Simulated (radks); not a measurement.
Results of a calculation; reference values are marked as such.
Numerical settings for the oxygen ion O3+, [He] 2s2 2p1. Code: a radial shooting solver on a logarithmic mesh with Libxc functionals. Model: non-relativistic Kohn-Sham, PBE, spin-polarised, spherical densities, point nucleus; open shells are filled with parallel spins first. The defaults (mesh step 0.008 in ln r, mesh end at 40 bohr or more with all orbitals vanishing there, Anderson mixing 0.5 over 9 steps, residual threshold near 1e-9 with the energy settled to 1e-9 hartree or 1e-11 of itself, here a cap of 94 iterations) give E = -71.1541 hartree and 2p at -66.268 eV in 13 iterations. Run on one thread of a shared host, so times are rough (Arm Neoverse V2): 0.05 s of CPU time, 0.05 s wall, 13 iterations on 2476 mesh points. Changes against that run (0 stands for a change within the tolerance of the run):

| setting | iterations | converged | E (mhartree) | e(2p) (meV) | CPU (s) |
|---|---|---|---|---|---|
| mesh step in ln r 0.012 | 13 | yes | 0 | 0 | 0.04 |
| mesh step in ln r 0.005 | 13 | yes | 0 | 0 | 0.08 |
| mesh step in ln r 0.02 | 13 | yes | 0 | 0 | 0.03 |
| mesh end (bohr) 1 | 13 | level above zero | +1.16e+04 | +1.05e+05 | 0.04 |
| mesh end (bohr) 12 | 13 | yes | 0 | 0 | 0.05 |
| residual threshold 0.1 | 8 | yes | 0 | -0.15 | 0.04 |
| residual threshold 1e-05 | 8 | yes | 0 | -0.15 | 0.04 |
| mixing 2.5 | 13 | yes | 0 | 0 | 0.06 |
| linear mixing, mixing 0.8 | 15 | yes | 0 | 0 | 0.06 |
| linear mixing, mixing 0.2 | 89 | yes | 0 | 0 | 0.28 |
| mixing history 2 | 21 | yes | 0 | 0 | 0.08 |
| iteration cap 5 | 5 | no | 0 | +6.92 | 0.02 |

Settled on a wrong energy, with an occupied level pushed above zero by the early mesh end: mesh end (bohr) 1 (+11.6 hartree). Apart from these: no run marked as converged misses the energy by more than 1 mhartree. A mesh that ends early acts as a hard wall.
